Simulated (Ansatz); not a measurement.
C4H12S4Sn (`C[S][Sn]([S]C)([S]C)[S]C`), 21 atoms. Total charge 0; spin multiplicity 1. Correlated methods include outer-core shells of Sn, which these sets cover unevenly. Sn: def2 effective core potential. Hardware: A = 4 threads of an AMD EPYC 7R13 on a shared host and a share of an NVIDIA H100 80 GB; B = 4 threads of an AMD EPYC 7R13 on a shared host. Correlated methods freeze the cores.

(1) Give the basis size and wall time and peak host memory of each of these runs in Ansatz. RKS CAM-B3LYP-D4/def2-TZVPP energy [A]; RKS SPW92 (LDA)/def2-TZVPP energy [A]; RHF-CCSD(T)/def2-SVP energy [A]; RKS PBE0-D4/def2-TZVP relaxation (7 steps) [A]; RKS r2SCANh-D4/def2-TZVPP energy [A]; direct RPA on PBE orbitals/def2-TZVPP energy [A]; RKS ωB97M-V/def2-QZVPP energy [A]; RHF-CCSD(T)/def2-TZVPP energy [A]; RKS PBE0-D4/def2-QZVPP energy [A]; RKS PBE0-D4/def2-SVP energy [B]; RHF-MP2/def2-QZVPP energy [A]; RKS ωB97M-V/def2-SVP energy [B]. (An estimate is asked.)

Answers

(1) Ansatz gave: Other jobs shared the machine, so times are rough.

```csv
level,job,functions,wall time,peak host memory (GiB)
RKS PBE0-D4/def2-QZVPP,energy [A],950,3.4 s,1.6
RKS SPW92 (LDA)/def2-TZVPP,energy [A],510,3.8 s,1.1
direct RPA on PBE orbitals/def2-TZVPP,energy [A],510,4.2 s,2.7
RHF-CCSD(T)/def2-SVP,energy [A],214,4.3 s,1.2
RKS r2SCANh-D4/def2-TZVPP,energy [A],510,4.4 s,1.2
RKS PBE0-D4/def2-SVP,energy [B],214,4.5 s,1.2
RKS CAM-B3LYP-D4/def2-TZVPP,energy [A],510,5.5 s,1.2
RHF-MP2/def2-QZVPP,energy [A],950,6.5 s,1.7
RKS ωB97M-V/def2-QZVPP,energy [A],950,6.5 s,1.7
RKS ωB97M-V/def2-SVP,energy [B],214,15 s,1.3
RKS PBE0-D4/def2-TZVP,relaxation (7 steps) [A],394,22 s,1.2
RHF-CCSD(T)/def2-TZVPP,energy [A],510,61 s,2.5
```
